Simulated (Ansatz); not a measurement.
Saddle point of Si2H3Cl3, singlet (Si₂H₃Cl₃ ([SiH3][Si]([Cl])([Cl])[Cl]) → SiH₃Cl ([SiH3][Cl]) + SiCl₂; bonds formed: Si1–Cl3; bonds broken: Si1–Si2, Si2–Cl3), PBE0-D4/def2-TZVP structure:

```
8
angstrom
Si -0.1487 -0.1672 1.2493
Si -0.1755 0.5034 -1.2049
Cl 1.1865 -1.1895 -0.3488
Cl -1.1569 -0.4895 -2.7220
Cl 1.2118 1.7068 -2.1415
H -1.5969 -0.4846 1.2390
H 0.2152 1.2047 1.6783
H 0.4647 -1.0843 2.2507
```

Energies are electronic, without zero-point energy. Barriers and step energies count from the start structure reached by relaxing down the imaginary mode; all methods use the PBE0-D4 structures, on which another method's saddle can fall below an end. Ansatz 0.2.0; basis: def2-TZVPP, with def2-QZVPP for the basis limit; cores frozen in the correlated methods. B3LYP uses VWN-RPA correlation. Extrapolation: Hartree–Fock as exp(−7.88 √X), correlation as X^−2.97.

| method | barrier (eV) | step energy (eV) |
| --- | --- | --- |
| SPW92 | 1.726 | 1.514 |
| PBE-D4 | 1.747 | 1.397 |
| BLYP-D4 | 1.780 | 1.179 |
| r2SCAN-D4 | 1.961 | 1.575 |
| B97M-V | ? | 1.513 |
| PBE0-D4 | 1.957 | 1.542 |
| B3LYP-D4 | 1.953 | 1.322 |
| r2SCAN0-D4 | 2.066 | 1.623 |
| BHLYP-D4 | 2.182 | 1.466 |
| CAM-B3LYP-D4 | 2.104 | 1.422 |
| wB97X-V | 2.145 | 1.563 |
| wB97M-V | 1.947 | 1.308 |
| B2PLYP | ? | 1.387 |
| PBE-QIDH | ? | 1.634 |
| RPA on PBE | 1.988 | 1.320 |
| HF | 2.520 | 1.471 |
| MP2 | 2.100 | 1.533 |
| CCSD | 2.181 | 1.458 |
| CCSD(T) | 2.090 | 1.449 |

Q: Fill in the withheld barriers. (An estimate is asked for; the value comes from the calculation.)

A: By the calculation: B97M-V 2.023; B2PLYP 2.039; PBE-QIDH 2.117 eV. Each is the energy of the saddle less that of the start structure, by the same method.

For comparison, the barrier by CCSD(T) at an estimated basis limit (MP2 extrapolated from triple and quadruple zeta, plus CCSD(T) − MP2 in triple zeta) is 2.071 eV.

The T1 diagnostic stays at or below 0.012.

Losses and insertions of silylenes and their heavier kin drive the gas-phase chemistry of silicon and germanium vapour deposition.

Labels in which every atom is bracketed show which atoms are joined, not bond orders.

For scale, one of the runs: CCSD(T)/def2-TZVPP, 252 basis functions, launched by `ansatz run in.yaml --threads 8 --pin off --events-out ev --progress --plain --max-ram 19148MiB`. The run took 34 s on 8 CPU threads of an Intel Xeon Platinum 8259CL (shared host), with 4.6 GiB of host memory at its peak.
